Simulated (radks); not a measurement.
The numbers below are computed, except where a source is named.
The erbium ion Er2+ inside a hard spherical wall (all orbitals vanish at R), configuration held at [Xe] 4f12 and not refilled when levels cross. Code: a radial shooting solver on a logarithmic mesh with Libxc functionals. Model: scalar-relativistic Kohn-Sham, r2SCAN, spin-polarised, spherical densities, finite nucleus; open shells are filled with parallel spins first (spin-orbit coupling, left out, can overturn this in heavy ions); meta-GGA in the generalised Kohn-Sham scheme; Fermi nuclear charge, rms radius 5.2516 fm. Eigenvalues in eV for spin up, with the zero of energy where the potential of the charges vanishes at infinity; a dash marks a level that is unbound or too diffuse for the functional's potential to be trusted. A positive occupied level is held by the wall or, in an anion where self-interaction has pushed it up, behind a barrier. The pressure on the wall is -dE/dV.

R (bohr)  E (hartree)  kinetic (hartree)    e(4d)    e(5s)    e(5p)    e(4f)  e(6s, empty)  e(5d, empty)  pressure (GPa)
free      -13085.7463          14185.264  -183.55  -68.198  -41.928  -18.086       -13.871       -12.980               0
20        -13085.7463          14185.264  -183.55  -68.198  -41.928  -18.086       -13.871       -12.980        < 0.0001
15        -13085.7463          14185.264  -183.55  -68.198  -41.928  -18.086       -13.871       -12.980        < 0.0001
10        -13085.7463          14185.264  -183.55  -68.198  -41.928  -18.086       -13.869       -12.980        < 0.0001
8         -13085.7463          14185.264  -183.55  -68.197  -41.928  -18.085       -13.834       -12.972        0.000532
7         -13085.7463          14185.264  -183.54  -68.193  -41.924  -18.080       -13.718       -12.944         0.00482
4         -13085.7140          14185.545  -182.56  -67.491  -41.251  -17.154        -6.282       -10.657            11.7
3.5       -13085.6314          14186.180  -181.12  -66.452  -40.154  -15.789         1.059        -8.146            56.6
2         -13078.9363          14218.603  -146.33  -35.259   -2.138   18.097        145.52        48.796           11600
1.5       -13053.9732          14313.465  -89.466   46.018   94.694   78.332        421.18        169.91          109000
